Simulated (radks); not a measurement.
Values are calculated unless marked as measured or tabulated.
Neutral cadmium inside a hard spherical wall (all orbitals vanish at R), configuration held at [Kr] 4d10 5s2 and not refilled when levels cross. Level of theory: scalar-relativistic Kohn-Sham, PBE, spin-polarised, spherical densities, point nucleus (a radial shooting solver on a logarithmic mesh with Libxc functionals). Eigenvalues in eV for spin up, with the zero of energy where the potential of the charges vanishes at infinity; a dash marks a level that is unbound or too diffuse for the functional's potential to be trusted. A positive occupied level is held by the wall or, in an anion where self-interaction has pushed it up, behind a barrier. The pressure on the wall is -dE/dV.

R (bohr)  E (hartree)  kinetic (hartree)    e(4s)    e(4p)    e(4d)   e(5s)  e(5p, empty)  e(6s, empty)  pressure (GPa)
free      -5594.65385           5821.747  -105.92  -66.967  -11.733  -5.660        -1.183             -               0
20        -5594.65385           5821.747  -105.92  -66.967  -11.733  -5.660        -1.183             -        < 0.0001
15        -5594.65385           5821.747  -105.92  -66.967  -11.733  -5.660        -1.178         0.290        < 0.0001
12        -5594.65383           5821.747  -105.92  -66.965  -11.731  -5.658        -1.151         0.759        0.000317
10        -5594.65366           5821.749  -105.90  -66.949  -11.715  -5.644        -1.062         1.602         0.00561
8         -5594.65158           5821.767  -105.78  -66.832  -11.601  -5.537        -0.716         3.831           0.101
6         -5594.62836           5821.910  -105.10  -66.150  -10.942  -4.808         0.778        10.823            2.02
5         -5594.56576           5822.226  -103.99  -65.040   -9.887  -3.411         3.108        19.998            10.5
4         -5594.31849           5823.332  -101.11  -62.217   -7.227   0.738         9.182        41.016            69.6
2.5       -5590.64686           5837.793  -81.349  -43.152   12.222  39.800        57.936        173.32            2990
